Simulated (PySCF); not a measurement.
# SiBr⁺ at RHF-SCS-MP2

Computed with RHF-SCS-MP2; Si def2-TZVPPD, Br def2-TZVPPD; no relativity (PySCF 2.14).

* state: ¹Σ⁺ (singlet), closed shell
* bond length: 2.105 Å
* harmonic wavenumber: 546 cm⁻¹
* force constant: 3.63 mdyn/Å
* rotational constant Be: 0.1842 cm⁻¹
* anharmonicity ωexe: 1.46 cm⁻¹
* vibration–rotation constant αe: 0.000746 cm⁻¹
* well depth De to Si⁺ + Br: 443 kJ/mol
* dissociation energy D0: 440 kJ/mol

Correlated steps freeze 14 core orbitals. For an ion De counts to the pair picked by the measured ionisation energies or electron affinities, which need not be the lowest pair at this level. Where the molecule has an RHF reference, its open-shell atoms are computed with UHF.
